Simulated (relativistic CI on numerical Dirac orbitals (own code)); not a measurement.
**Hyperfine structure of Zr XX, mass number 91**

Computed by Dirac-Coulomb-Breit CI, separate exchange-only KLI orbitals for each configuration, model QED, unscaled Slater integrals (own radial code, finite nucleus).

Configuration list (outside the closed core [Ne]): 3s2 3p6 3d3, 3s2 3p5 3d4, 3s 3p6 3d4, 3s2 3p6 3d2 4s, 3s2 3p6 3d2 4p, 3s2 3p6 3d2 4d, 3s2 3p6 3d2 4f, 3s2 3p5 3d3 4s, 3s2 3p5 3d3 4p, 3s2 3p6 3d 4s 4p, 3s2 3p6 3d2 5s, 3p6 3d5, 3p5 3d6, 3s2 3p6 3d 4s2, 3s2 3p6 4s2 4p, 3s2 3p6 4s2 4d, 3s2 3p6 4s2 4f, 3s2 3p6 3d 4p2, 3s2 3p6 4s 4p2, 3s2 3p6 4p3, 3s2 3p6 4p2 4d, 3s2 3p6 4p2 4f. Double excitations out of closed p, d and f shells are left out; levels of such configurations are missing from the list, as are those of other unlisted configurations, and high levels can miss mixing partners. These lack a partner that the ground configuration has and come out too high: 3s2 3p5 3d3 4s, 3s2 3p5 3d3 4p.

Nuclear spin I = 5/2, μ = -1.3022 μN, Q = -0.176 b (tables of Stone and Pyykkö). The electronic factors are computed for point nuclear moments, without core polarisation or the Bohr-Weisskopf and QED corrections.

```csv
Level,E (eV),A (MHz),B (MHz)
3s2 3p6 3d3 4F_3/2,0.0000,-4849,424
3s2 3p6 3d3 4F_5/2,1.4664,-2905,378
3s2 3p6 3d3 4F_7/2,2.9633,-2440,444
3s2 3p6 3d3 4F_9/2,4.3251,-2463,531
3s2 3p6 3d3 4P_3/2,7.0253,-2584,719
3s2 3p6 3d3 4P_1/2,7.5220,2356,
3s2 3p6 3d3 2G_7/2,8.8956,-3370,-581
3s2 3p6 3d3 4P_5/2,9.6450,-967.7,-946
```

Levels with J = 0, under 50 % of one LS term, or S terms without an open s electron are left out. Small factors come from cancelling terms and can be off by tens of per cent or more.

At this charge energies of transitions that change n are usually good to better than 1 %, and those within a shell (Δn = 0) to a few per cent. Terms inside the open d or f shell come out 10 to 20 % too wide with unscaled integrals.

Question: Give the hyperfine levels of 3s2 3p6 3d3 4F_3/2 relative to its centre of gravity.

Answer: With K = F(F + 1) − I(I + 1) − J(J + 1), E = AK/2 + B[¾K(K + 1) − I(I + 1)J(J + 1)]/[2I(2I − 1)J(2J − 1)]: F = 1: 25750, F = 2: 15720, F = 3: 979, F = 4: -18080 MHz.

LS names give the leading component of a level, which can be under half, so a name can repeat, a term be missing and a line seem to break the LS rules.
